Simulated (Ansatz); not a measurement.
Born–Oppenheimer molecular dynamics of CH5AsO (8 atoms, charge 0, multiplicity 1). It starts at the highest image of a converged band. Of that band: The profile has 2 maxima (images 4, 7) with wells between them (image 5): this band takes more than one step, which may be the mechanism or a detour left from its start path. Neighbouring images differ by up to 1.4 eV, so the band resolves the path poorly. A vibrational analysis at the climbing image gives one clearly imaginary mode, 1431i cm⁻¹: a first-order saddle point.

Level of theory: RKS PBE0-D4/def2-SVP (Ansatz 0.2.0).

```
ensemble                      : NVE (velocity Verlet)
time step                     : 0.5 fs
steps asked                   : 200
starting velocities drawn for : 100 K
seed                          : 11808
```

First frame:

```xyz
8
Properties=species:S:1:pos:R:3
C -0.373 0.816 -0.254
O -0.433 -0.086 0.823
As 0.265 -1.966 0.467
H -1.020 0.470 -1.079
H 0.655 0.927 -0.645
H -0.725 1.800 0.097
H 0.649 -0.550 1.272
H 1.074 -1.468 -0.738
```

**Question.** What does the run give?

**Answer.** All steps were run.

- steps done: 200
- time covered: 100 fs
- mean temperature over the second half: 1315 K
- spread of the potential energy over the second half: 58.8 meV per atom
- mean potential energy of the second half above the start: -117.9 meV per atom

The conserved energy stayed within 0.29 meV per atom of its start (net change -0.01 meV per atom), so the integration is sound. The system heated up, since it started high on the potential surface and ran downhill. A run of 0.1 ps of so small a system gives no equilibrium averages. The orbitals stay closed-shell, which can raise the energy where a bond breaks towards radicals; this wasn't checked here.

**Question.** What happens to the structure?

**Answer.** The step under study would form O2–H7 and break As3–H7. These pairs go: O2–H7 1.26 → 1.89 Å, As3–H7 1.67 → 1.67 Å. In the last frame they stand as before the step (other bonds may differ from the relaxed reactants and products). It ends as one piece, CH5AsO. Pairs count as bonded within 1.25 times the sum of covalent radii (0.12 Å more for H–H). The details hang on the random start.

**Question.** How do temperature and energy run in time?

**Answer.** 
```
time (fs)  T (K)  potential energy less start (eV)  conserved less start (meV/atom)
      0.0    100                             0.000                             0.00
      5.0    115                            -0.012                             0.05
     10.0    814                            -0.553                             0.06
     15.0   2130                            -1.576                            -0.23
     20.0   1767                            -1.294                            -0.06
     25.0   1245                            -0.889                            -0.07
     30.0    515                            -0.322                            -0.01
     35.0   1015                            -0.711                            -0.15
     40.0   1639                            -1.194                            -0.11
     45.0   1726                            -1.262                            -0.10
     50.0   1496                            -1.085                            -0.29
     55.0    677                            -0.447                             0.01
     60.0   1383                            -0.996                            -0.08
     65.0   1766                            -1.293                            -0.11
     70.0   1548                            -1.123                            -0.08
     75.0    631                            -0.411                             0.01
     80.0    412                            -0.242                             0.05
     85.0   1234                            -0.879                             0.01
     90.0   2467                            -1.837                            -0.22
     95.0   1925                            -1.417                            -0.11
    100.0    871                            -0.598                            -0.01
```

Time of the run: 4.5 min on 2 threads of Arm Neoverse V2, on a shared host, peak memory 0.17 GiB.
